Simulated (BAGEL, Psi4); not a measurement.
**Worked example: vertical ionisation energy of WH2O4 (tungstic acid)**

The species is WH2O4 (7 atoms), meant as a singlet with charge 0. SMILES: `[O]=[W](=[O])([OH])[OH]`. The shape is that of a PBE0-D4/def2-TZVP optimisation. This is one conformer, not always the lowest.

```tsv
atom	x (Å)	y (Å)	z (Å)
O	-1.4055	1.3204	0.1015
W	-0.0745	0.2630	0.2234
O	0.8386	0.6827	1.5999
O	-0.6790	-1.5078	0.4175
O	0.9809	0.4411	-1.3237
H	-1.5889	-1.7933	0.3099
H	1.9284	0.5939	-1.3285
```

Both states at this one shape; open shells run unrestricted unless said. 1 Eh = 27.2114 eV.

| level | program | singlet WH2O4 (Eh) | doublet [WH2O4]+ (Eh) |
| --- | --- | --- | --- |
| HF/ANO-RCC-MB (DKH2, density fitting with AutoAux), open shells restricted | BAGEL | -16427.613072 | -16427.189690 |
| HF/def2-SVP (core potential) | Psi4 | -366.879253 | -366.518434 |
| MP2/def2-SVP (core potential), 4 core orbitals frozen | Psi4 | -368.027269 | -367.566028 |

Task: Work out the vertical ionisation energy at each level.

Result: 
1. HF/ANO-RCC-MB (DKH2, density fitting with AutoAux), open shells restricted: -16427.189690 − (-16427.613072) = 0.423382 Eh = 11.52 eV.
2. HF/def2-SVP (core potential): -366.518434 − (-366.879253) = 0.360819 Eh = 9.82 eV.
3. MP2/def2-SVP (core potential): -367.566028 − (-368.027269) = 0.461241 Eh = 12.55 eV.

No measured value is set beside it here; the levels span 9.82 to 12.55 eV. Hartree–Fock favours the state with fewer electron pairs, since it lacks pair correlation. Spin-orbit coupling is left out. Minimal sets are far from the basis-set limit. The reference of the second state is spin-contaminated at HF/def2-SVP (core potential) (⟨S²⟩ = 1.09). The reference of the second state is spin-contaminated at MP2/def2-SVP (core potential) (⟨S²⟩ = 1.09).
